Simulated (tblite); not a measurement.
Species: C₆H₁₀BNO.
Atom-mapped SMILES: `[CH3:1][O:2][BH:3][c:4]1[cH:5][cH:6][n:7]([CH3:8])[cH:9]1` (hydrogens: H10, H11, H12 on C1; H13 on B3; H14 on C5; H15 on C6; H16, H17, H18 on C8; H19 on C9)

Computed with GFN2-xTB (tblite), gas phase: L-BFGS steps from a force-field or distance-geometry start until the largest atomic force falls under 0.01 eV/Å.

Step 49: E = -712.9367 eV
```
atom  x, y, z in Å  |  force x, y, z in eV/Å
C1      3.1473   -0.9575    1.6289    0.010   0.003  -0.024
O2      1.9412   -0.4608    1.1190   -0.027  -0.098   0.004
B3      1.8142    0.3831    0.0844   -0.014   0.049   0.057
C4      0.3608    0.6146   -0.4049    0.039   0.000   0.076
C5     -0.1375    1.1114   -1.6425    0.079   0.011  -0.004
C6     -1.4936    0.9727   -1.6453   -0.013  -0.026   0.053
N7     -1.8752    0.4197   -0.4577   -0.058  -0.075  -0.032
C8     -3.1422   -0.1814   -0.1418    0.010   0.024  -0.001
C9     -0.7644    0.2079    0.2831   -0.018  -0.098   0.024
H10     3.0959   -2.0513    1.6192    0.009   0.029   0.016
H11     4.0084   -0.6422    1.0309   -0.008   0.066   0.037
H12     3.2780   -0.6252    2.6642   -0.018   0.032  -0.064
H13     2.7700    0.8757   -0.4127   -0.032  -0.032  -0.116
H14     0.4446    1.4884   -2.4582    0.099   0.110   0.016
H15    -2.2068    1.2728   -2.3852   -0.114  -0.100  -0.061
H16    -3.9718    0.3284   -0.6318    0.098   0.108   0.004
H17    -3.1486   -1.2296   -0.4646   -0.038   0.043   0.005
H18    -3.2850   -0.1590    0.9390   -0.083   0.035  -0.022
H19    -0.8450   -0.2049    1.2683    0.078  -0.083   0.033
```

Step 50: E = -712.9409 eV
```
atom  x, y, z in Å  |  force x, y, z in eV/Å
C1      3.1525   -0.9572    1.6306   -0.016  -0.019  -0.027
O2      1.9481   -0.4581    1.1142    0.004  -0.148   0.064
B3      1.8161    0.3844    0.0795   -0.006   0.033   0.106
C4      0.3613    0.6154   -0.4024   -0.039  -0.038   0.030
C5     -0.1368    1.1115   -1.6420    0.001   0.009   0.038
C6     -1.4948    0.9728   -1.6432    0.020  -0.016  -0.006
N7     -1.8756    0.4158   -0.4568    0.010  -0.081  -0.003
C8     -3.1460   -0.1794   -0.1427   -0.008   0.018   0.001
C9     -0.7631    0.2009    0.2846   -0.063  -0.039  -0.041
H10     3.0997   -2.0535    1.6244    0.010   0.106  -0.015
H11     4.0171   -0.6410    1.0374   -0.021   0.046   0.037
H12     3.2808   -0.6279    2.6681   -0.040   0.048  -0.096
H13     2.7657    0.8802   -0.4206    0.016  -0.015  -0.136
H14     0.4450    1.4913   -2.4585    0.069   0.089   0.062
H15    -2.2094    1.2694   -2.3877   -0.045  -0.122   0.023
H16    -3.9708    0.3379   -0.6346    0.112   0.077   0.005
H17    -3.1567   -1.2286   -0.4655   -0.046   0.078   0.009
H18    -3.2960   -0.1565    0.9382   -0.052   0.038  -0.046
H19    -0.8469   -0.2145    1.2697    0.094  -0.063  -0.006
```

Step 51: E = -712.9463 eV
```
atom  x, y, z in Å  |  force x, y, z in eV/Å
C1      3.1510   -0.9598    1.6294   -0.045  -0.024   0.017
O2      1.9516   -0.4550    1.1051    0.031  -0.168   0.110
B3      1.8200    0.3933    0.0756   -0.014   0.017   0.116
C4      0.3629    0.6247   -0.3980   -0.081  -0.071  -0.017
C5     -0.1360    1.1165   -1.6402   -0.029   0.017   0.049
C6     -1.4942    0.9690   -1.6422    0.032  -0.047   0.004
N7     -1.8719    0.4069   -0.4559    0.016  -0.053  -0.036
C8     -3.1462   -0.1790   -0.1412   -0.019   0.020   0.000
C9     -0.7597    0.1971    0.2868   -0.027  -0.004  -0.042
H10     3.0931   -2.0567    1.6284    0.009   0.134  -0.042
H11     4.0204   -0.6470    1.0442    0.005   0.043   0.001
H12     3.2766   -0.6311    2.6686   -0.060   0.056  -0.119
H13     2.7654    0.8895   -0.4306    0.031  -0.012  -0.122
H14     0.4449    1.5027   -2.4572    0.027   0.056   0.125
H15    -2.2115    1.2484   -2.3928   -0.007  -0.110   0.069
H16    -3.9629    0.3487   -0.6352    0.092   0.053  -0.010
H17    -3.1647   -1.2285   -0.4629   -0.054   0.083   0.003
H18    -3.3056   -0.1546    0.9387   -0.009   0.045  -0.054
H19    -0.8432   -0.2221    1.2718    0.103  -0.036  -0.051
```

Step 52: E = -712.9542 eV
```
atom  x, y, z in Å  |  force x, y, z in eV/Å
C1      3.1564   -0.9588    1.6295   -0.044  -0.001   0.041
O2      1.9574   -0.4594    1.0996    0.047  -0.106   0.070
B3      1.8233    0.3956    0.0739   -0.022  -0.050   0.124
C4      0.3630    0.6232   -0.3921   -0.107  -0.070  -0.079
C5     -0.1340    1.1189   -1.6353   -0.109   0.010   0.064
C6     -1.4942    0.9689   -1.6387    0.044  -0.064  -0.045
N7     -1.8712    0.3982   -0.4556    0.080  -0.042   0.003
C8     -3.1513   -0.1742   -0.1420   -0.030   0.027  -0.014
C9     -0.7598    0.1855    0.2883   -0.020   0.032  -0.059
H10     3.1045   -2.0552    1.6339    0.004   0.117  -0.063
H11     4.0283   -0.6412    1.0522    0.017   0.036  -0.035
H12     3.2758   -0.6268    2.6679   -0.066   0.062  -0.092
H13     2.7637    0.8899   -0.4472    0.006  -0.027  -0.066
H14     0.4493    1.5106   -2.4509   -0.023   0.025   0.188
H15    -2.2168    1.2345   -2.3941    0.091  -0.103   0.151
H16    -3.9546    0.3677   -0.6400    0.039   0.037  -0.038
H17    -3.1800   -1.2224   -0.4636   -0.066   0.061  -0.014
H18    -3.3256   -0.1498    0.9358    0.052   0.062  -0.047
H19    -0.8440   -0.2423    1.2709    0.105  -0.007  -0.091
```

Task: Estimate the geometry and energy of step 53. (The exact step hangs on the optimiser's Hessian estimate; all steps are aligned on step 52, rigid shifts and turns removed.)

Result: E = -712.9634 eV, largest force 0.236 eV/Å
```
atom  x, y, z in Å  |  force x, y, z in eV/Å
C1      3.1687   -0.9523    1.6297   -0.035   0.025   0.059
O2      1.9636   -0.4708    1.0975    0.101  -0.047   0.030
B3      1.8252    0.3887    0.0754   -0.043  -0.102   0.046
C4      0.3610    0.6097   -0.3857   -0.096  -0.037  -0.099
C5     -0.1323    1.1178   -1.6259   -0.134   0.011   0.033
C6     -1.4937    0.9728   -1.6333    0.035  -0.122  -0.004
N7     -1.8724    0.3909   -0.4547    0.072  -0.026   0.004
C8     -3.1610   -0.1641   -0.1456   -0.031   0.032  -0.026
C9     -0.7644    0.1676    0.2890    0.037   0.033  -0.040
H10     3.1353   -2.0481    1.6392   -0.011   0.086  -0.066
H11     4.0403   -0.6226    1.0589    0.000   0.036  -0.065
H12     3.2773   -0.6116    2.6652   -0.051   0.050  -0.040
H13     2.7621    0.8771   -0.4667   -0.061  -0.050   0.022
H14     0.4564    1.5128   -2.4381   -0.057   0.012   0.223
H15    -2.2217    1.2293   -2.3886    0.150  -0.069   0.169
H16    -3.9474    0.3935   -0.6497   -0.023   0.035  -0.068
H17    -3.2025   -1.2101   -0.4682   -0.073   0.020  -0.041
H18    -3.3536   -0.1419    0.9288    0.115   0.090  -0.029
H19    -0.8511   -0.2758    1.2653    0.106   0.021  -0.109
```

The energy changes by -0.0093 eV. The first-order estimate −F·Δx gives -0.0127 eV and the mean of the old and new forces, exact on a quadratic surface, -0.0093 eV. The step makes an angle of 74° with the force vector and moves no atom by more than 0.035 Å.

The cost below is that of the whole relaxation. On an Arm Neoverse V2 with one thread, no GPU (shared host), this took 0.53 s.
